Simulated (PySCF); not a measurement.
**PbF₃: breathing scan**

All numbers come from UPBE0/[Pb def2-TZVP with ECP60, F def2-TZVP], scalar-relativistic core potentials, density fitting, no spin–orbit coupling, PySCF.

Rigid scan from the doublet minimum (Pb–F 2.029 Å (×3); F–Pb–F 107.6° (×3)). Coordinate: all bonds to the central atom scaled together. Energies in kJ/mol from the minimum.

(1) Predict the curve at 0.88, 0.92, 0.96, 1.00, 1.04, 1.08, 1.14, 1.22, 1.35.

## Answers

(1) 
```json
{"scale of all bonds to the centre": "0.88", "E (kJ/mol)": "243.0", "dipole size (D)": "2.20", "⟨S²⟩": "0.75"}
{"scale of all bonds to the centre": "0.92", "E (kJ/mol)": "91.3", "dipole size (D)": "2.64", "⟨S²⟩": "0.75"}
{"scale of all bonds to the centre": "0.96", "E (kJ/mol)": "19.4", "dipole size (D)": "3.05", "⟨S²⟩": "0.76"}
{"scale of all bonds to the centre": "1.00", "E (kJ/mol)": "0.0", "dipole size (D)": "3.41", "⟨S²⟩": "0.76"}
{"scale of all bonds to the centre": "1.04", "E (kJ/mol)": "14.1", "dipole size (D)": "3.74", "⟨S²⟩": "0.76"}
{"scale of all bonds to the centre": "1.08", "E (kJ/mol)": "48.8", "dipole size (D)": "4.03", "⟨S²⟩": "0.77"}
{"scale of all bonds to the centre": "1.14", "E (kJ/mol)": "121.1", "dipole size (D)": "4.42", "⟨S²⟩": "0.78"}
{"scale of all bonds to the centre": "1.22", "E (kJ/mol)": "231.3", "dipole size (D)": "4.90", "⟨S²⟩": "0.79"}
{"scale of all bonds to the centre": "1.35", "E (kJ/mol)": "407.5", "dipole size (D)": "5.68", "⟨S²⟩": "0.85"}
```

Spin–orbit coupling, left out here, can matter for elements this heavy.

Other isomers or separated fragments may lie lower.

The scan took roughly 3 core-minutes on a shared host.
